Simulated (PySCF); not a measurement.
Molfile (atoms numbered from 1):
```
C2HFO4Si
     RDKit          3D

  9  9  0  0  0  0  0  0  0  0999 V2000
    1.8437    1.6524    0.2333 O   0  0  0  0  0  0  0  0  0  0  0  0
    0.9644    0.8657    0.1208 C   0  0  0  0  0  0  0  0  0  0  0  0
   -0.3411    1.1499    0.2916 O   0  0  0  0  0  0  0  0  0  0  0  0
   -1.3218   -0.1586    0.1148 Si  0  0  0  0  0  4  0  0  0  0  0  0
   -2.2594    0.0533   -1.1457 F   0  0  0  0  0  0  0  0  0  0  0  0
   -0.1093   -1.1986   -0.2764 O   0  0  0  0  0  0  0  0  0  0  0  0
    1.1122   -0.6320   -0.2383 C   0  0  0  0  0  0  0  0  0  0  0  0
    2.1266   -1.2080   -0.4479 O   0  0  0  0  0  0  0  0  0  0  0  0
   -2.0016   -0.5182    1.3226 H   0  0  0  0  0  0  0  0  0  0  0  0
  1  2  2  0
  2  3  1  0
  3  4  1  0
  4  5  1  0
  4  6  1  0
  6  7  1  0
  7  8  2  0
  7  2  1  0
  4  9  1  0
M  END
```

Computed data (PySCF): σ from GIAO-PBE0/pcSseg-1, coordinates at the GFN2-xTB level. Equivalent nuclei averaged, gas phase, non-relativistic Hamiltonian, one computed conformer.

Chemical shifts δ = σref − σ; TMS for $^{13}$C (σref 186.93) and $^{1}$H (σref 31.72) and $^{29}$Si (σref 349.16); H2O for $^{17}$O (σref 336.08); $^{19}$F (σref 170.95) against CFCl3, all at this level.

| atoms | nucleus | count | δ (ppm) |
| --- | --- | --- | --- |
| F5 | $^{19}$F | 1 | -139.7 |
| C2/C7 | $^{13}$C | 2 | ? |
| Si4 | $^{29}$Si | 1 | -48.8 |
| H9 | $^{1}$H | 1 | ? |
| O3/O6 | $^{17}$O | 2 | 221.9 |
| O1/O8 | $^{17}$O | 2 | 481.6 |

Question: Fill in the missing shifts.

Answer: 
- C2/C7: 155.4 ppm, carbonyl carbon
- H9: 5.00 ppm, hydrogen on a silicon bonded to F, 2 O, in a 5-membered ring

Shifts are as computed. Against solution values, carbons near 30 ppm lie about +3 ppm off and those near 130 ppm about +5 ppm. Of 1211 compounds with measured shifts, 218 miss one by over three times the rms of a fit or turn the order of signals round; such compounds aren't used in these exercises. Unscaled 19F shifts against computed CFCl3 carry errors that often reach 10 to 50 ppm. Unscaled 17O shifts of doubly bonded oxygen tend to come out too high, by tens of ppm or more. Experimental scales use liquid or dissolved standards, which lie at an offset from isolated H2O (liquid H2O: subtract about 36 ppm).
